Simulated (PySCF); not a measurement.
Gas-phase reaction: 2 AlI₃ + 2 Cl → 3 I₂ + 2 AlCl. Level: PBE0/def2-QZVP†; standard pressure 1 bar.

Method: PySCF energies plus ideal-gas RRHO corrections (1 bar). † marks an energy on the PBE0/def2-TZVP geometry and frequencies. Open shells (unrestricted): Cl (multiplicity 2, electronic degeneracy 6); the rest are closed-shell singlets. Spin-orbit splitting is ignored; it lowers the true energy and changes the entropy of Cl. I: scalar-relativistic def2 core potential, no spin-orbit coupling. The harmonic model lacks anharmonicity and excited electronic states, which grow with temperature; levels with a mode under 35 cm⁻¹ are left out. Soft modes under 120 cm⁻¹ make the harmonic entropy rough for AlI₃.

```tsv
T (K)	1000/T (1/K)	log10 K
1200	0.8333	-3.21
1400	0.7143	-1.83
1600	0.6250	?
1800	0.5556	-0.05
2000	0.5000	0.56
2500	0.4000	1.62
```

Problem. Fit log10 K = a + b·(1000/T) to the five rows, get the mean ΔH° and ΔS°, and predict log10 K at 1600 K.

Solution. Means: 1000/T = 0.6006, log10 K = -0.582. Sums of products about the means: Sxy = -1.33398, Sxx = 0.119463, so b = Sxy/Sxx = -11.17 and a = -0.582 − (-11.17)×0.6006 = 6.13.
ΔH° = −R ln 10 × 1000 K × b = −19.145 × (-11.17) = 214 kJ; ΔS° = R ln 10 × a = 117 J/K. The run's own values go from 224 kJ and 125 J/K at 1200 K to 197 kJ and 110 J/K at 2500 K.
Prediction at 1600 K: 6.13 + (-11.17)×0.6250 = -0.85. The computed value is -0.82, 0.03 from the line.
For scale, ΔH°(298 K) is 242 kJ at this level, 227 kJ at ωB97M-V/def2-TZVP†, and runs from 140 to 401 kJ over the 18 levels computed; the NASA 1993 table gives 228 kJ (entries not checked at source). After a fit of one offset per element over all species, the range-separated, M06-2X, PBE0/def2-QZVP and CCSD(T)/def2-TZVPP enthalpies, where run, lie to one side of the table for I₂ (+16 kJ/mol), AlCl (-22 kJ/mol): a fault of the table's entry, another state or a shared error of the levels is possible; this was not checked at source.
